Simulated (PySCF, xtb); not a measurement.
In(F)2(Me) (CH₃F₂In), SMILES [CH3][In]([F])[F].

GFN2-xTB in xtb at its own geometry gives an orbital gap of 3.19 eV and a dipole moment of 6.39 D.

Coordinates come from a B3LYP-D3(BJ)/def2-SVP optimisation. The def2 effective core potentials stand for the cores of In; spin–orbit coupling is left out.

Q: What does HF/def2-TZVPD (PySCF) give? (An estimate is asked for; the answer gives what the named calculation found.)

A: gap 12.63 eV (levels -12.20 and 0.42 eV), dipole 4.84 D.
